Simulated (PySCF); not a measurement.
# Trend along the halogens: MIn molecules

PBE with triple-zeta basis sets in PySCF, for the lowest determinant that a PBE0 search found; no spin–orbit coupling. De refers to high-spin ground-configuration atoms. A positive dipole means M(−)In(+).

| M | basis | state (unpaired electrons) | Re (Å) | ωe (cm⁻¹) | De (eV) | μ (D) |
| --- | --- | --- | --- | --- | --- | --- |
| F | x2c-TZVPPall | singlet (closed shell) | 2.021 | 503 | 5.77 | 3.16 |
| Cl | def2-TZVPP | singlet (closed shell) | 2.436 | 302 | 4.69 | 3.45 |
| Br | x2c-TZVPPall | singlet (closed shell) | 2.584 | 212 | 4.28 | 3.39 |
| I | x2c-TZVPPall | singlet (closed shell) | 2.792 | 170 | 3.76 | 3.20 |

By what factor does the bond length vary along the series?

At PBE it runs from 2.021 Å (InF) to 2.792 Å (InI), a factor of 1.38.

The rows differ in basis set, which adds steps of its own.

Down a group the atoms grow and get heavier, so bonds lengthen and wavenumbers fall; this series shows no clear exception.

These are scalar-relativistic numbers at best; spin–orbit coupling would shift them, the dissociation energy most.
